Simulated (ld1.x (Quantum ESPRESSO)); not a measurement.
## Mo: variants of one TM potential

Base potential:

```
Element                 : Mo (Z = 42)
Generator               : ld1.x (Quantum ESPRESSO) 7.5
Type                    : norm-conserving Troullier–Martins (Kleinman–Bylander form)
Functional              : PBE
Relativity              : scalar-relativistic
Frozen core             : [Ar] 3d10
Valence charge          : 14
Reference configuration : 4s2 4p6 4d6 5s0 5p0
Partial waves           : 4p (bound): rc 1.35 bohr; 4d (bound): rc 2.10 bohr; 4s (bound): rc 1.70 bohr
Local potential         : the s channel
Core correction         : Bessel-smoothed model core inside 0.95 bohr
```

All-electron outer shells of the reference configuration (PBE, scalar-relativistic, ld1.x):

| shell | level (eV) | outermost node (bohr) | outermost maximum (bohr) |
| --- | --- | --- | --- |
| 3p | -377.01 | 0.17 | 0.38 |
| 3d | -218.73 | – | 0.32 |
| 4s | -62.21 | 0.51 | 0.99 |
| 4p | -36.45 | 0.52 | 1.08 |
| 5s | -3.45 | 1.35 | 3.04 |
| 4d | -2.31 | 0.53 | 1.40 |
| 5p | -0.76 | 1.56 | 4.48 |

Cutoffs, loose and tight: the cutoffs (Ry, on a coarse ladder) from which the occupation-weighted sum of valence levels, in a spherical-Bessel basis at the reference potential, stays within 10 and 1 mRy of its value at 400 Ry. They do not see the model core or the augmentation charge, which bear on the density cutoff. Test errors are all-electron minus pseudo excitation energies from the reference, over the configurations 4s2 4p6 4d5 5s1 5p0; 4s2 4p6 4d5 5s0 5p0; 4s2 4p6 4d4 5s0 5p0; 4s2 4p6 4d4 5s1 5p0; 4s2 4p6 4d5 5s0 5p1; 4s2 4p6 4d2 5s0 5p0; 4s2 4p6 4d4 5s2 5p0. A dash means not determined; rows that change the core or the reference have their own tests.

Cutoffs are not given where the Bessel-basis levels miss the radial ones by over 6 mRy, ghosts where they miss by over 20 mRy; a channel whose overlap is not positive is not tested.

On the changes marked as counting shells twice: ld1.x takes every shell without a wave as core, so the model core holds the marked electrons as well and exchange and correlation see them twice. This cancels in the reference configuration, but the file is broken for other ones, and its errors say nothing about a proper core correction.

| change | outcome | cutoff, loose | cutoff, tight | bound ghosts | largest test error (meV) |
| --- | --- | --- | --- | --- | --- |
| base | generated | 70 Ry | 110 Ry | none | +1971 |
| reference 4s2 4p6 4d5 5s1 5p0 (5s counted twice) | generated, misses its reference levels by 0.85 eV | 70 Ry | 110 Ry | none | -2585 |
| functional PBEsol | generated | 70 Ry | 110 Ry | none | +1995 |
| core correction Bessel-smoothed model core inside 1.58 bohr | generated | 70 Ry | 110 Ry | none | +1996 |
| wave 4d (bound): rc 2.10 bohr becomes 4d (bound): rc 1.46 bohr | generated | 70 Ry | 110 Ry | none | +1974 |

Problem. What comes out with this change to the base: wave 4s (bound): rc 1.70 bohr becomes 4s (bound): rc 2.04 bohr?

Solution. outcome: generated; bound ghosts: not determined; largest test error (meV): +4645.

Problem. What comes out with this change to the base: all radii but the core radius scaled by about 1.38 (s 2.34, p 1.86, d 2.90 bohr)?

Solution. outcome: generated; bound ghosts: not determined; largest test error (meV): +7088.
